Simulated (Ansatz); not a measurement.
`C[SiH2]N[PH][AlH2]` at its PBE0-D4/def2-TZVP geometry, where that method's forces vanish. Total charge 0; spin multiplicity 1.

```csv
atom,x (Å),y (Å),z (Å)
C1,-1.846,0.620,1.335
Si2,-0.295,1.490,0.784
N3,0.780,0.415,-0.051
P4,0.311,-0.407,-1.475
Al5,1.444,-2.429,-1.503
H6,-2.521,1.319,1.835
H7,-1.614,-0.193,2.027
H8,-2.374,0.200,0.475
H9,0.484,1.998,1.948
H10,-0.675,2.647,-0.075
H11,1.739,0.372,0.252
H12,1.046,0.230,-2.520
H13,1.997,-3.051,-0.150
H14,1.523,-3.212,-2.881
```

(1) For each bond, give half the difference of the two atoms' forces along it (eV/Å; positive pushes the atoms apart) under PBE-D4, r2SCAN-D4, B3LYP-D4, ωB97M-V in def2-TZVPP. (Estimate.)

Answers

(1) The calculation gave: 
| bond | length (Å) | PBE-D4 | r2SCAN-D4 | B3LYP-D4 | ωB97M-V |
| --- | --- | --- | --- | --- | --- |
| C1–Si2 | 1.862 | -0.04 | -0.01 | 0.12 | 0.06 |
| C1–H6 | 1.093 | 0.11 | -0.01 | -0.04 | -0.04 |
| C1–H7 | 1.092 | 0.11 | 0.00 | -0.04 | -0.04 |
| C1–H8 | 1.093 | 0.11 | -0.01 | -0.05 | -0.04 |
| Si2–N3 | 1.735 | 0.08 | -0.02 | 0.04 | 0.07 |
| Si2–H9 | 1.489 | 0.05 | -0.03 | -0.13 | -0.15 |
| Si2–H10 | 1.491 | 0.04 | -0.03 | -0.10 | -0.12 |
| N3–P4 | 1.710 | 0.16 | 0.14 | 0.19 | 0.17 |
| N3–H11 | 1.007 | 0.18 | 0.01 | -0.04 | -0.07 |
| P4–Al5 | 2.318 | -0.03 | -0.02 | 0.06 | 0.03 |
| P4–H12 | 1.427 | 0.17 | -0.01 | -0.08 | -0.14 |
| Al5–H13 | 1.588 | 0.07 | -0.01 | -0.08 | -0.11 |
| Al5–H14 | 1.587 | 0.06 | -0.04 | -0.08 | -0.11 |

B3LYP here is the variant with VWN-RPA as its local correlation; programs differ in this.

Results of the Gaussian-basis code of Ansatz.
